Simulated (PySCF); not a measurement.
# Adding and removing an electron: NaSr

PBE0; basis Na def2-SVPD, Sr def2-SVPD with ECP28; scalar-relativistic core potentials; PySCF 2.14. Neutral (UKS): doublet (σ ↑), Re = 3.900 Å, ωe = 89.8 cm⁻¹, De = 0.27 eV, HOMO -3.18 eV, LUMO -1.68 eV.

NaSr⁻ (UKS): singlet (closed shell), Re = 4.166 Å, ωe = 77.3 cm⁻¹, De = 0.61 eV to Na⁻ + Sr. The energies at the minima are -192.79338 hartree for NaSr and -192.82005 for NaSr⁻.

Task: Work out the adiabatic electron affinity, without and with harmonic zero-point energies (1 hartree = 27.2114 eV, 1 eV = 8065.5 cm⁻¹), and the change of the bond length.

Result: At PBE0: 0.02667 hartree = 0.726 eV between the minima; the zero-point term (89.8 − 77.3)/2 cm⁻¹ = +0.001 eV makes it 0.727 eV. Re changes by +26.6 pm against the neutral. The electron enters a σ orbital; the charge polarises the partner, so the anion is bound more strongly.

Closed-shell solutions of metal pairs were not tested for spin polarisation, which can lower them a little. Weak bonds: NaSr. Basis-set superposition, not corrected here, can be much of De in a small basis, most of all at correlated wavefunction levels. For an ion De counts to the pair picked by the measured ionisation energies or electron affinities, which need not be the lowest pair at this level. The highest Kohn–Sham level is positive in this anion. Much of that is self-interaction error, but it also means that the finite basis helps to hold the extra electron. States were picked by a PBE0 search and need not be the measured ground states.
